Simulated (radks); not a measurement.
Neutral cadmium inside a hard spherical wall (all orbitals vanish at R), configuration held at [Kr] 4d10 5s2 and not refilled when levels cross. All-electron calculation, scalar-relativistic Kohn-Sham, LDA (Slater exchange, Perdew-Wang correlation), spin-polarised, spherical densities, point nucleus. Program: a radial shooting solver on a logarithmic mesh with Libxc functionals. Eigenvalues in eV for spin up, with the zero of energy where the potential of the charges vanishes at infinity; a dash marks a level that is unbound or too diffuse for the functional's potential to be trusted. A positive occupied level is held by the wall or, in an anion where self-interaction has pushed it up, behind a barrier. The pressure on the wall is -dE/dV.

R (bohr)  E (hartree)  kinetic (hartree)    e(4s)    e(4p)    e(4d)   e(5s)  e(5p, empty)  e(6s, empty)  pressure (GPa)
free      -5589.61142           5814.924  -105.84  -66.989  -11.899  -5.955        -1.326        -0.016               0
7         -5589.60475           5814.977  -105.54  -66.686  -11.603  -5.660        -0.488         6.154           0.398
6         -5589.58814           5815.079  -105.09  -66.231  -11.165  -5.156         0.489        10.609            1.90
3         -5588.03395           5821.647  -92.260  -53.778    0.897  15.762        28.869        99.505             714
2.5       -5585.60736           5831.067  -81.217  -43.116   12.158  39.498        57.569        172.80            3000
2         -5577.68614           5860.251  -57.577  -19.372   39.040  102.38        128.74        334.44           16700
1.5       -5544.90017           5967.679    6.661   49.355   118.24  301.31        339.20        762.52          136000
